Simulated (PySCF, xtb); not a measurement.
Cl3OSi, SMILES [O][Si](Cl)(Cl)Cl (connectivity only; charge and spin as stated), charge -1, multiplicity 1.

Harmonic wavenumbers (cm⁻¹) from GFN2-xTB (xtb) at its own minimum, in rising order: 130, 130, 190, 243, 243, 380, 406, 406, 1324.

Problem. What does B3LYP-D3(BJ)/def2-SVPD in PySCF give at its own minimum? (Estimate from the structure and the level; the computed values follow.)

Solution. 151, 151, 217, 270, 270, 408, 480, 480, 1153. Paired by order, the mean absolute difference is 52 cm⁻¹ and the zero-point energies are 4.9 and 5.1 kcal/mol.
